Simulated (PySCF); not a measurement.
Basis and Hamiltonian dependence of the ionisation energy of Ar(2+)

Ar(2+) [Ne] 3s2 3p4 (3P) → Ar(3+) [Ne] 3s2 3p3 (4S). Calculated with PySCF 2.14 from differences of total energies of unrestricted determinants, without spin-orbit coupling. Values in eV.

```csv
basis,Hamiltonian,functions,UHF,LDA,PBE0,MP2 (valence),CCSD(T) (valence),CCSD(T) (valence and next inner shell)
def2-SVP,non-relativistic,18,39.439,n/a,n/a,39.938,39.947,n/a
cc-pVDZ-DK,spin-free X2C,18,39.287,n/a,n/a,39.736,39.747,n/a
cc-pV(D+d)Z,non-relativistic,23,39.308,n/a,n/a,39.755,39.769,n/a
ANO-RCC-VTZP,spin-free X2C,34,39.387,40.824,40.712,40.190,40.340,40.340
x2c-TZVPall,spin-free X2C,37,39.360,n/a,40.713,40.142,40.279,n/a
x2c-TZVPPall,spin-free X2C,42,39.362,40.832,40.714,40.160,40.297,40.318
aug-cc-pVTZ-DK,spin-free X2C,50,39.386,40.830,40.719,40.198,40.335,n/a
aug-cc-pV(T+d)Z,non-relativistic,55,39.400,40.840,40.731,40.207,40.347,n/a
x2c-QZVPPall,spin-free X2C,70,39.386,40.841,40.712,40.323,40.480,40.503
dyall-av3z,spin-free X2C,84,39.379,40.846,40.709,40.210,40.346,n/a
aug-cc-pVQZ-DK,spin-free X2C,84,39.390,40.853,40.719,40.330,40.483,n/a
aug-cc-pV(Q+d)Z,non-relativistic,89,39.401,40.861,40.729,40.340,40.495,n/a
aug-cc-pwCVQZ,non-relativistic,134,39.398,40.858,40.725,40.357,n/a,n/a
aug-cc-pV(5+d)Z,non-relativistic,136,39.394,40.849,40.721,40.393,n/a,n/a
```

Extrapolation of CCSD(T) (valence) from aug-cc-pVTZ-DK and aug-cc-pVQZ-DK: the correlation parts are 0.949 and 1.093 eV; with the X⁻³ form and unrounded values, (4³ × 1.093 − 3³ × 0.949)/(4³ − 3³) = 1.198 eV, and adding the Hartree-Fock value 39.390 eV of the larger basis gives 40.588 eV.

Extrapolation of CCSD(T) (valence) from aug-cc-pV(T+d)Z and aug-cc-pV(Q+d)Z: the correlation parts are 0.947 and 1.095 eV; with the X⁻³ form and unrounded values, (4³ × 1.095 − 3³ × 0.947)/(4³ − 3³) = 1.202 eV, and adding the Hartree-Fock value 39.401 eV of the larger basis gives 40.603 eV.

Frozen in the all-electron rows: valence: [Ne]; valence and next inner shell: 1s2.

Between the lowest levels the reference is 40.735 ± 0.012 eV (semi-empirical (NIST evaluation); NIST Atomic Spectra Database, ionization energies); it includes spin-orbit coupling, which these numbers lack.
